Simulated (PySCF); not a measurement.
Molfile (atoms numbered from 1):
```
BH6NO3Si
     RDKit          3D

 12 11  0  0  0  0  0  0  0  0999 V2000
   -2.0064    0.5563    0.4145 N   0  0  0  0  0  0  0  0  0  0  0  0
   -1.1723   -0.7719   -0.2817 Si  0  0  0  0  0  4  0  0  0  0  0  0
    0.4406   -0.9330    0.1805 O   0  0  0  0  0  0  0  0  0  0  0  0
    1.4021    0.0305    0.1628 B   0  0  0  0  0  0  0  0  0  0  0  0
    1.0806    1.3050   -0.2171 O   0  0  0  0  0  0  0  0  0  0  0  0
    2.6882   -0.2578    0.5173 O   0  0  0  0  0  0  0  0  0  0  0  0
   -1.6902    1.4913    0.1763 H   0  0  0  0  0  0  0  0  0  0  0  0
   -2.3087    0.5128    1.3813 H   0  0  0  0  0  0  0  0  0  0  0  0
   -1.8357   -2.0223    0.1737 H   0  0  0  0  0  0  0  0  0  0  0  0
   -1.1924   -0.6316   -1.7637 H   0  0  0  0  0  0  0  0  0  0  0  0
    1.8514    1.8806   -0.2069 H   0  0  0  0  0  0  0  0  0  0  0  0
    2.7782   -1.1870    0.7499 H   0  0  0  0  0  0  0  0  0  0  0  0
  1  2  1  0
  2  3  1  0
  3  4  1  0
  4  5  1  0
  4  6  1  0
  1  7  1  0
  1  8  1  0
  2  9  1  0
  2 10  1  0
  5 11  1  0
  6 12  1  0
M  END
```

Geometry: PBE0-D3(BJ)/def2-SVP; GIAO shifts from PySCF 2.14.0 with density-fitted response routines, gas phase, non-relativistic, averaged over equivalent atoms.

At wB97X-D/pcSseg-1 (139 basis functions, 20 s wall time on 1 thread of an Arm Neoverse V1, shared host):
| atoms | δ (ppm) |
| --- | --- |
| N1 | 33.6 |
| Si2 | -31.6 |
| O3 | 112.9 |
| O5/O6 | 81.7 |
| B4 | 19.0 |
| H9/H10 | 4.61 |
| H11/H12 | 2.97 |
| H7/H8 | 1.29 |

Referencing at the same level of theory: 15N (σref 263.98) against NH3; 29Si (σref 352.93) and 1H (σref 31.38) vs TMS; 17O (σref 333.19) vs H2O; 11B (σref 101.61) vs BF3·OEt2.

Q: Estimate the result of repeating the calculation with PBE0/cc-pVTZ.

A: 
```json
{"atoms": "N1", "δ at PBE0/cc-pVTZ": "35.0", "change": "+1.4"}
{"atoms": "Si2", "δ at PBE0/cc-pVTZ": "-25.0", "change": "+6.6"}
{"atoms": "O3", "δ at PBE0/cc-pVTZ": "120.6", "change": "+7.7"}
{"atoms": "O5/O6", "δ at PBE0/cc-pVTZ": "84.9", "change": "+3.2"}
{"atoms": "B4", "δ at PBE0/cc-pVTZ": "16.7", "change": "-2.3"}
{"atoms": "H9/H10", "δ at PBE0/cc-pVTZ": "4.85", "change": "+0.24"}
{"atoms": "H11/H12", "δ at PBE0/cc-pVTZ": "2.72", "change": "-0.25"}
{"atoms": "H7/H8", "δ at PBE0/cc-pVTZ": "1.23", "change": "-0.06"}
```

Scale: NH3 for 15N (σref 266.77); TMS for 29Si (σref 360.00) and 1H (σref 31.29); 17O (σref 334.84) against H2O; 11B (σref 102.75) against BF3·OEt2 (reference shieldings calculated alike).

The largest change is at O3 (oxygen bonded to B, Si). Cost: 268 basis functions, 31 s wall time on 1 thread of an Arm Neoverse V2, shared host.

Experimental scales use liquid or dissolved standards, which lie at an offset from isolated NH3 (liquid NH3: subtract about 20 ppm) and H2O (liquid H2O: subtract about 36 ppm).
